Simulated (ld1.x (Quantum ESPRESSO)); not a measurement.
carbon: variants of one TM potential

Base potential:

- Element: C (Z = 6)
- Generator: ld1.x (Quantum ESPRESSO) 7.5
- Type: norm-conserving Troullier–Martins (Kleinman–Bylander form)
- Functional: LDA (PZ)
- Relativity: non-relativistic
- Frozen core: [He]
- Valence charge: 4
- Reference configuration: 2s2 2p2
- Partial waves: 2s (bound): rc 0.80 bohr; 2p (bound): rc 2.90 bohr
- Local potential: all-electron potential smoothed inside 1.15 bohr (lloc = -1)
- Core correction: none

Cutoffs, loose and tight: the cutoffs (Ry, on a coarse ladder) from which the occupation-weighted sum of valence levels, in a spherical-Bessel basis at the reference potential, stays within 10 and 1 mRy of its value at 400 Ry. They do not see the model core or the augmentation charge, which bear on the density cutoff. Test errors are all-electron minus pseudo excitation energies from the reference, over the configurations 2s2 2p1; 2s2 2p0; 2s1 2p0; 2s2 2p2.3; 2s0 2p4; 2s1 2p3; 2s2 2p1.5 (two spin-polarised tests are not counted in the largest error). A dash means not determined; rows that change the core or the reference have their own tests.

Cutoffs are not given where the Bessel-basis levels miss the radial ones by over 6 mRy, ghosts where they miss by over 20 mRy; a channel whose overlap is not positive is not tested.

```csv
change,outcome,"cutoff, loose","cutoff, tight",bound ghosts,largest test error (meV)
base,generated,100 Ry,230 Ry,none,+1990
functional PBE,generated,100 Ry,230 Ry,none,+1909
local potential all-electron potential smoothed inside 1.45 bohr (lloc = -1),generated,100 Ry,230 Ry,none,+1983
wave 2s (bound): rc 0.80 bohr becomes 2s (bound): rc 0.56 bohr,generated,–,–,not determined,+1996
wave 2p (bound): rc 2.90 bohr becomes 2p (bound): rc 2.44 bohr,generated,100 Ry,230 Ry,none,+1195
"all radii scaled by about 1.28 (s 1.02, p 3.70 bohr); local potential all-electron potential smoothed inside 1.46 bohr (lloc = -1)",generated,35 Ry,90 Ry,none,+3922
local potential all-electron potential smoothed inside 3.14 bohr (lloc = -1),generated,100 Ry,230 Ry,none,+1974
core correction a·sin(br)/r model core inside 0.76 bohr,generated,100 Ry,230 Ry,none,+1918
```
